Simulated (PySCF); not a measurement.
Ligand exchange on a metal centre used in film growth or etching (Sc NH2-Br). Gas-phase values, no solvent. One relaxed conformer stands for each flexible species; it need not be the lowest.

Method: B3LYP-D3(BJ)/def2-TZVP // BP86-D3(BJ)/def2-SVP in PySCF 2.14.0. All candidates: neutral, multiplicity 1. B3LYP has the VWN-RPA correlation part, as in Gaussian. 

```json
{
  "HOMO": "-7.15 eV",
  "HOMO–LUMO gap": "5.10 eV",
  "LUMO": "-2.06 eV"
}
```

### Question
Which member has these values?
A) [Sc(NH2)2(Br)]
B) [Sc(Br)3]
C) [Sc(NH2)(Br)2]
D) [Sc(NH2)3]

### Answer
A, [Sc(NH2)2(Br)]. The others give [Sc(NH2)3]: -6.33 eV, 5.01 eV, -1.32 eV; [Sc(Br)3]: -8.30 eV, 4.62 eV, -3.67 eV; [Sc(NH2)(Br)2]: -7.92 eV, 5.06 eV, -2.86 eV
